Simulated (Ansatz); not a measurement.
Reaction (isomerisation): `C[Si](O)F`• → `C[SiH]([O])F`•

Program: Ansatz. Geometries: PBE0-D4/def2-TZVP. ΔE: electronic, gas phase. CBS: MP2 limit from def2 TZ/QZ plus the TZ coupled-cluster correction, frozen cores. This one scheme is used for every species. DFT in def2-TZVPP. B3LYP here is the variant with VWN-RPA as its local correlation; programs differ in this. HSE06 is defined as in plane-wave codes. No spin–orbit coupling; open shells (•) take unrestricted orbitals. One conformer a species, not always the lowest.

```json
{"level": "LDA (SPW92)", "ΔE (kJ/mol)": "133.9", "difference from CCSD(T)/CBS": "21.9"}
{"level": "PBE-D4", "ΔE (kJ/mol)": "110.6", "difference from CCSD(T)/CBS": "-1.4"}
{"level": "revPBE-D4", "ΔE (kJ/mol)": "104.7", "difference from CCSD(T)/CBS": "-7.3"}
{"level": "BLYP-D4", "ΔE (kJ/mol)": "96.3", "difference from CCSD(T)/CBS": "-15.7"}
{"level": "r2SCAN-D4", "ΔE (kJ/mol)": "103.4", "difference from CCSD(T)/CBS": "-8.6"}
{"level": "B97M-V", "ΔE (kJ/mol)": "87.0", "difference from CCSD(T)/CBS": "-25.0"}
{"level": "PBE0-D4", "ΔE (kJ/mol)": "108.1", "difference from CCSD(T)/CBS": "-3.9"}
{"level": "B3LYP-D4", "ΔE (kJ/mol)": "98.1", "difference from CCSD(T)/CBS": "-13.9"}
{"level": "r2SCANh-D4", "ΔE (kJ/mol)": "102.8", "difference from CCSD(T)/CBS": "-9.2"}
{"level": "r2SCAN0-D4", "ΔE (kJ/mol)": "100.2", "difference from CCSD(T)/CBS": "-11.8"}
{"level": "HSE06-D4", "ΔE (kJ/mol)": "108.3", "difference from CCSD(T)/CBS": "-3.7"}
{"level": "CAM-B3LYP-D4", "ΔE (kJ/mol)": "101.9", "difference from CCSD(T)/CBS": "-10.1"}
{"level": "ωB97X-V", "ΔE (kJ/mol)": "96.7", "difference from CCSD(T)/CBS": "-15.3"}
{"level": "ωB97M-V", "ΔE (kJ/mol)": "98.1", "difference from CCSD(T)/CBS": "-13.9"}
{"level": "PBE-QIDH", "ΔE (kJ/mol)": "112.3", "difference from CCSD(T)/CBS": "0.3"}
{"level": "PBE", "ΔE (kJ/mol)": "110.2", "difference from CCSD(T)/CBS": "-1.8"}
{"level": "revPBE", "ΔE (kJ/mol)": "103.5", "difference from CCSD(T)/CBS": "-8.5"}
{"level": "BLYP", "ΔE (kJ/mol)": "95.5", "difference from CCSD(T)/CBS": "-16.5"}
{"level": "r2SCAN", "ΔE (kJ/mol)": "103.4", "difference from CCSD(T)/CBS": "-8.6"}
{"level": "PBE0", "ΔE (kJ/mol)": "107.8", "difference from CCSD(T)/CBS": "-4.2"}
{"level": "B3LYP", "ΔE (kJ/mol)": "97.5", "difference from CCSD(T)/CBS": "-14.5"}
{"level": "r2SCANh", "ΔE (kJ/mol)": "102.7", "difference from CCSD(T)/CBS": "-9.3"}
{"level": "r2SCAN0", "ΔE (kJ/mol)": "100.1", "difference from CCSD(T)/CBS": "-11.9"}
{"level": "HSE06", "ΔE (kJ/mol)": "108.1", "difference from CCSD(T)/CBS": "-3.9"}
{"level": "CAM-B3LYP", "ΔE (kJ/mol)": "101.6", "difference from CCSD(T)/CBS": "-10.4"}
{"level": "LC-ωPBE", "ΔE (kJ/mol)": "112.9", "difference from CCSD(T)/CBS": "0.9"}
{"level": "RPA@PBE/def2-TZVPP", "ΔE (kJ/mol)": "94.7", "difference from CCSD(T)/CBS": "-17.3"}
{"level": "HF/def2-SVP", "ΔE (kJ/mol)": "39.9", "difference from CCSD(T)/CBS": "-72.1"}
{"level": "MP2/def2-SVP", "ΔE (kJ/mol)": "123.2", "difference from CCSD(T)/CBS": "11.2"}
{"level": "CCSD/def2-SVP", "ΔE (kJ/mol)": "90.8", "difference from CCSD(T)/CBS": "-21.2"}
{"level": "CCSD(T)/def2-SVP", "ΔE (kJ/mol)": "93.3", "difference from CCSD(T)/CBS": "-18.7"}
{"level": "HF/def2-TZVPP", "ΔE (kJ/mol)": "42.8", "difference from CCSD(T)/CBS": "-69.2"}
{"level": "MP2/def2-TZVPP", "ΔE (kJ/mol)": "136.7", "difference from CCSD(T)/CBS": "24.7"}
{"level": "SCS-MP2/def2-TZVPP", "ΔE (kJ/mol)": "117.2", "difference from CCSD(T)/CBS": "5.2"}
{"level": "CCSD/def2-TZVPP", "ΔE (kJ/mol)": "97.9", "difference from CCSD(T)/CBS": "-14.1"}
{"level": "CCSD(T)/def2-TZVPP", "ΔE (kJ/mol)": "103.7", "difference from CCSD(T)/CBS": "-8.3"}
{"level": "HF/def2-QZVPP", "ΔE (kJ/mol)": "44.2", "difference from CCSD(T)/CBS": "-67.8"}
{"level": "MP2/def2-QZVPP", "ΔE (kJ/mol)": "141.9", "difference from CCSD(T)/CBS": "29.9"}
{"level": "HF/CBS(def2)", "ΔE (kJ/mol)": "44.4", "difference from CCSD(T)/CBS": "-67.6"}
{"level": "MP2/CBS(def2)", "ΔE (kJ/mol)": "145.0", "difference from CCSD(T)/CBS": "33.0"}
{"level": "CCSD(T)/CBS", "ΔE (kJ/mol)": "112.0", "difference from CCSD(T)/CBS": "0"}
```

Largest T1 diagnostic among the species: 0.017.

In def2-TZVPP, CCSD(T) changes the Hartree–Fock value by +60.9 kJ/mol (the triples alone add +5.8 kJ/mol) and MP2 by +93.9 kJ/mol. From BLYP to BHLYP (50 % exact exchange), in def2-TZVPP and without D4, ΔE moves by −13.0 kJ/mol.
